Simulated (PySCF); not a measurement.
Field gradients from PBE0/pcSseg-1 densities (PySCF, non-relativistic) at GFN2-xTB geometries, isolated species, one conformer each; χzz is the principal value of largest magnitude, with Q(14N) = 0.02044 b, Q(17O) = −0.0256 b, Q(35Cl) = −0.0817 b. GFN2-xTB bond lengths can be off by several hundredths of an ångström, more for odd bonds, and the gradients follow them. With a basis this small, the couplings can be 20 % off.

Question: Rank these 14N sites by the size of the quadrupole coupling, smallest first.
A. N4 (pyridine-type nitrogen) in `[CH3:1][c:2]1[cH:3][n:4][nH:5][c:6]1[C:7]([F:8])([F:9])[F:10]`
B. N5 (C=N nitrogen) in `[CH:1]#[C:2][CH2:3][NH:4]/[N:5]=[CH:6]/[C:7]([F:8])([F:9])[F:10]`
C. N8 (pyridine-type nitrogen) in `[NH2:1][CH2:2][c:3]1[cH:4][cH:5][c:6]([F:7])[n:8][cH:9]1`
D. N4 (pyrrole-type nitrogen) in `[CH2:1]=[CH:2][CH2:3][n:4]1[cH:5][c:6]([F:7])[cH:8][n:9]1`
E. N4 (C=N nitrogen) in `[CH2:1]=[CH:2]/[CH:3]=[N:4]\[N:5]=[CH:6]/[C:7]([F:8])([F:9])[F:10]`

Answer: D (3.433 MHz), E (4.776 MHz), C (5.048 MHz), A (5.305 MHz), B (6.550 MHz).

Q: These 17O couplings (χzz in MHz, η) are listed in rising order: (-10.50, 0.36); (11.58, 0.40); (12.51, 0.58). Assign them to: the ketone oxygen of `CC(=O)c1pcccc1Cl`; the carbonyl oxygen of `CC(=O)[SiH2]CCl`; the silyl ether oxygen of `C=CCO[SiH2]Cl`.

A: -10.50 MHz, η 0.36: the silyl ether oxygen of `C=CCO[SiH2]Cl`; 11.58 MHz, η 0.40: the ketone oxygen of `CC(=O)c1pcccc1Cl`; 12.51 MHz, η 0.58: the carbonyl oxygen of `CC(=O)[SiH2]CCl`.

Question: Rank these 35Cl sites by the size of the quadrupole coupling, smallest first.
A. The aryl chlorine of `CC(=O)c1pcccc1Cl`
B. The silicon-bound chlorine of `C=CCO[SiH2]Cl`
C. The alkyl chlorine of `CC(=O)[SiH2]CCl`

Answer: B (39.24 MHz), A (74.77 MHz), C (78.15 MHz).

All sites together:

```tsv
nucleus	site	Vzz (au)	η	χzz (MHz)
14N	N5 (C=N nitrogen) in [CH:1]#[C:2][CH2:3][NH:4]/[N:5]=[CH:6]/[C:7]([F:8])([F:9])[F:10]	-1.364	0.15	-6.550
14N	N4 (pyrrole-type nitrogen) in [CH2:1]=[CH:2][CH2:3][n:4]1[cH:5][c:6]([F:7])[cH:8][n:9]1	-0.715	0.34	-3.433
14N	N4 (pyridine-type nitrogen) in [CH3:1][c:2]1[cH:3][n:4][nH:5][c:6]1[C:7]([F:8])([F:9])[F:10]	-1.105	0.47	-5.305
14N	N4 (C=N nitrogen) in [CH2:1]=[CH:2]/[CH:3]=[N:4]\[N:5]=[CH:6]/[C:7]([F:8])([F:9])[F:10]	-0.995	0.30	-4.776
14N	N8 (pyridine-type nitrogen) in [NH2:1][CH2:2][c:3]1[cH:4][cH:5][c:6]([F:7])[n:8][cH:9]1	-1.051	0.25	-5.048
17O	the ketone oxygen of CC(=O)c1pcccc1Cl	-1.926	0.40	11.58
17O	the carbonyl oxygen of CC(=O)[SiH2]CCl	-2.080	0.58	12.51
17O	the silyl ether oxygen of C=CCO[SiH2]Cl	1.745	0.36	-10.50
35Cl	the silicon-bound chlorine of C=CCO[SiH2]Cl	2.044	0.06	-39.24
35Cl	the alkyl chlorine of CC(=O)[SiH2]CCl	4.071	0.03	-78.15
35Cl	the aryl chlorine of CC(=O)c1pcccc1Cl	3.895	0.16	-74.77
```
